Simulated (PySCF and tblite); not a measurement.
The numbers below are computed, except where a source is named.
C₅H₉Br, numbered as in [Br:1][CH:2]1[CH2:3][CH2:4][CH2:5][CH2:6]1.

Free energies: B3LYP-D3(BJ)/def2-SVP (IEF-PCM, chloroform) on GFN2-xTB structures plus GFN2-xTB thermal terms, symmetry and mirror images included. Conformers within 3 kcal/mol (GFN2-xTB free energy) were kept, 10 at most. GIAO shieldings: KT2/pcSseg-1 (IEF-PCM, chloroform). Shifts are against TMS (¹H), TMS (¹³C) at the same level; of two unlike H on one atom, a is the less shielded. Run with PySCF (density fitting) and tblite.

(1) Predict the averaged NMR shifts at 298.15 K.

(2) How do the conformers differ?

(3) Which signal moves most, for its nucleus, between 250 and 373.15 K through the change of populations alone?

Spin–orbit effects of the heavy atoms on shieldings are missing. At a carbon that bears Br the missing effect is some 10 ppm, beside I tens of ppm. Shifts are unscaled: against experiment ¹³C can be off by 15 ppm or more and ¹H by 0.8 ppm.

Answers

(1) ¹H: 4.75 (H2, 1H), 2.21 (H4a/H5a, 2H), 2.17 (H3a/H6a, 2H), 2.08 (H3b/H6b, 2H), 1.88 (H4b/H5b, 2H) ppm. ¹³C: 69.1 (C2), 43.7 (C3/C6), 25.2 (C4/C5) ppm.

(2) The 5-ring runs over atoms 2–3–4–5–6.
```csv
conformer,shape,weight %
1,"5-ring envelope (ring torsions 24, 0, -24, 39, -39°)",68.7
2,"5-ring envelope (ring torsions -25, 0, 25, -41, 41°)",31.3
```

| signal | 1 | 2 | average |
| --- | --- | --- | --- |
| H2 | 5.05 | 4.09 | 4.75 |
| H3a/H6a | 2.06 | 2.41 | 2.17 |
| H3b/H6b | 2.24 | 1.72 | 2.08 |
| H4a/H5a | 2.30 | 2.00 | 2.21 |
| H4b/H5b | 1.93 | 1.77 | 1.88 |
| C2 | 71.4 | 63.9 | 69.1 |
| C3/C6 | 43.7 | 43.6 | 43.7 |
| C4/C5 | 25.0 | 25.8 | 25.2 |

(3) H2: 4.81 ppm at 250 K, 4.78 ppm at 273.15 K, 4.75 ppm at 298.15 K, 4.73 ppm at 323.15 K, 4.69 ppm at 373.15 K.
